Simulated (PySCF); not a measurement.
# Electric field gradients and quadrupole coupling constants

Compound: C6H8ClFO.
Z-matrix (Å and degrees, GFN2-xTB geometry), rows numbered from 1:
```
C 
C   1  1.3187
C   2  1.4995  1  124.15
C   3  1.5114  2  109.62  1   117.88
O   4  1.4170  3  119.02  2   159.11
C   5  1.3728  4   63.39  3  -110.90
F   6  1.3638  4  117.33  5  -103.68
C   6  1.5048  4  124.27  5   106.83
Cl  8  1.7835  6  109.89  4    68.52
H   1  1.0760  2  121.91  3  -179.99
H   1  1.0778  2  121.79  3     0.57
H   2  1.0816  1  120.81  3   179.27
H   3  1.0913  2  110.67  1    -2.51
H   3  1.0926  2  110.00  1  -122.57
H   4  1.0875  3  115.23  2   -59.91
H   8  1.0902  6  110.34  4  -172.66
H   8  1.0892  6  109.93  4   -50.30
```

Field gradients from the PBE0/pcSseg-1 density (PySCF, non-relativistic), principal values in atomic units, ordered |Vxx| ≤ |Vyy| ≤ |Vzz|:

```json
{"atom": "O5", "Vxx": "0.9619", "Vyy": "1.0356", "Vzz": "-1.9975"}
{"atom": "Cl9", "Vxx": "-2.0063", "Vyy": "-2.1295", "Vzz": "4.1358"}
```

Question: Find the asymmetry η = (Vxx − Vyy)/Vzz and the couplings χ = eQV/h (234.96 MHz × Q in barn × V in au), with Q(17O) = −0.0256 b, Q(35Cl) = −0.0817 b.

Answer: 
```json
{"atom": "O5", "environment": "epoxide oxygen", "nucleus": "17O", "η": "0.04", "χzz (MHz)": "12.02", "χxx (MHz)": "-5.79", "χyy (MHz)": "-6.23"}
{"atom": "Cl9", "environment": "alkyl chlorine", "nucleus": "35Cl", "η": "0.03", "χzz (MHz)": "-79.39", "χxx (MHz)": "38.51", "χyy (MHz)": "40.88"}
```

The gradient is axial or nearly so (η below 0.05) at O5 and Cl9. 

Question: What is Vzz at Cl9 in SI units (1 au = 9.71736 × 10²¹ V/m²)?

Answer: 4.1358 au = 40.189 × 10²¹ V/m².

Question: And the gradient at the other heavy atoms, for which no coupling is worked out here?

Answer: 
| atom | environment | Vzz (au) | η |
| --- | --- | --- | --- |
| C1 | terminal =CH2 carbon | 0.306 | 0.42 |
| C2 | alkene CH carbon | 0.319 | 0.64 |
| C3 | allylic carbon | -0.096 | 0.84 |
| C4 | sp3 carbon bound to oxygen | 0.380 | 0.22 |
| C6 | sp3 C–F carbon | 0.445 | 0.80 |
| F7 | alkyl fluorine | 2.943 | 0.04 |
| C8 | sp3 C–Cl carbon | 0.437 | 0.35 |

Were the hydrogens deuterons (Q(2H) = 0.00286 b), χzz would run from 199 kHz (H16, H14 and H17) to 228 kHz (H10).

One conformer (not necessarily the lowest) at the GFN2-xTB geometry, without solvent, vibrations or thermal averaging. GFN2-xTB bond lengths can be off by several hundredths of an ångström, more for odd bonds, and the gradients follow them. The small basis limits the accuracy of the gradients.

The run behind these numbers computed NMR shieldings as well. Time: 42 s wall (with the writing of density and orbital grids); peak memory 0.92 GiB. Hardware: Arm Neoverse V1, one thread, shared host with 32 logical CPUs at a one-minute load of 12.
